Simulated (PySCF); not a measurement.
Field gradients from PBE0/pcSseg-1 densities (PySCF, non-relativistic) at PBE0-D3(BJ)/def2-SVP geometries, isolated species, one conformer each; χzz is the principal value of largest magnitude, with Q(14N) = 0.02044 b, Q(17O) = −0.0256 b, Q(11B) = 0.04059 b. The small basis limits the accuracy of the gradients.

Q: These 14N couplings (χzz in MHz, η) are listed in rising order: (-7.112, 0.63); (-5.203, 0.31); (-4.947, 0.18); (-4.358, 0.12); (-3.525, 0.38); (-3.263, 0.57). Assign them to: the amide nitrogen of `CCOCC(N)=O`; the nitroso nitrogen of `C=CN=O`; N1 (cyano nitrogen) in `[N:1]#[C:2][BH2-:3][NH3+:4]`; the amide nitrogen of `O=CN[SiH2]O`; N5 (pyrrole-type nitrogen) in `[F:1][c:2]1[cH:3][n:4][nH:5][cH:6]1`; the pyridine-type nitrogen of `Cc1ncccn1`.

A: -7.112 MHz, η 0.63: the nitroso nitrogen of `C=CN=O`; -5.203 MHz, η 0.31: the pyridine-type nitrogen of `Cc1ncccn1`; -4.947 MHz, η 0.18: N1 (cyano nitrogen) in `[N:1]#[C:2][BH2-:3][NH3+:4]`; -4.358 MHz, η 0.12: the amide nitrogen of `CCOCC(N)=O`; -3.525 MHz, η 0.38: N5 (pyrrole-type nitrogen) in `[F:1][c:2]1[cH:3][n:4][nH:5][cH:6]1`; -3.263 MHz, η 0.57: the amide nitrogen of `O=CN[SiH2]O`.

Q: These 17O couplings (χzz in MHz, η) are listed in rising order: (-8.413, 0.31); (-7.536, 0.73); (9.347, 0.09); (11.41, 0.41); (18.37, 0.26). Assign them to: the boron-bound oxygen of `OB(O)C=C=S`; O7 (amide oxygen) in `[CH3:1][CH2:2][O:3][CH2:4][C:5]([NH2:6])=[O:7]`; O5 (silanol oxygen) in `[O:1]=[CH:2][NH:3][SiH2:4][OH:5]`; the nitroso oxygen of `C=CN=O`; the carbonyl oxygen of `C=NC=O`.

A: -8.413 MHz, η 0.31: the boron-bound oxygen of `OB(O)C=C=S`; -7.536 MHz, η 0.73: O5 (silanol oxygen) in `[O:1]=[CH:2][NH:3][SiH2:4][OH:5]`; 9.347 MHz, η 0.09: O7 (amide oxygen) in `[CH3:1][CH2:2][O:3][CH2:4][C:5]([NH2:6])=[O:7]`; 11.41 MHz, η 0.41: the carbonyl oxygen of `C=NC=O`; 18.37 MHz, η 0.26: the nitroso oxygen of `C=CN=O`.

Q: These 11B couplings (χzz in MHz, η) are listed in rising order: (2.216, 0.55); (2.958, 0.13); (5.887, 0.04). Assign them to: the three-coordinate boron of `BC1C(Cl)=C1Cl`; the three-coordinate boron of `OB(O)C=C=S`; the four-coordinate boron of `N#C[BH2-][NH3+]`.

A: 2.216 MHz, η 0.55: the four-coordinate boron of `N#C[BH2-][NH3+]`; 2.958 MHz, η 0.13: the three-coordinate boron of `OB(O)C=C=S`; 5.887 MHz, η 0.04: the three-coordinate boron of `BC1C(Cl)=C1Cl`.

All sites together:

```tsv
nucleus	site	Vzz (au)	η	χzz (MHz)
14N	the amide nitrogen of CCOCC(N)=O	-0.907	0.12	-4.358
14N	the nitroso nitrogen of C=CN=O	-1.481	0.63	-7.112
14N	N1 (cyano nitrogen) in [N:1]#[C:2][BH2-:3][NH3+:4]	-1.030	0.18	-4.947
14N	the amide nitrogen of O=CN[SiH2]O	-0.679	0.57	-3.263
14N	N5 (pyrrole-type nitrogen) in [F:1][c:2]1[cH:3][n:4][nH:5][cH:6]1	-0.734	0.38	-3.525
14N	the pyridine-type nitrogen of Cc1ncccn1	-1.083	0.31	-5.203
17O	the boron-bound oxygen of OB(O)C=C=S	1.399	0.31	-8.413
17O	O7 (amide oxygen) in [CH3:1][CH2:2][O:3][CH2:4][C:5]([NH2:6])=[O:7]	-1.554	0.09	9.347
17O	O5 (silanol oxygen) in [O:1]=[CH:2][NH:3][SiH2:4][OH:5]	1.253	0.73	-7.536
17O	the nitroso oxygen of C=CN=O	-3.054	0.26	18.37
17O	the carbonyl oxygen of C=NC=O	-1.897	0.41	11.41
11B	the three-coordinate boron of BC1C(Cl)=C1Cl	0.617	0.04	5.887
11B	the three-coordinate boron of OB(O)C=C=S	0.310	0.13	2.958
11B	the four-coordinate boron of N#C[BH2-][NH3+]	0.232	0.55	2.216
```
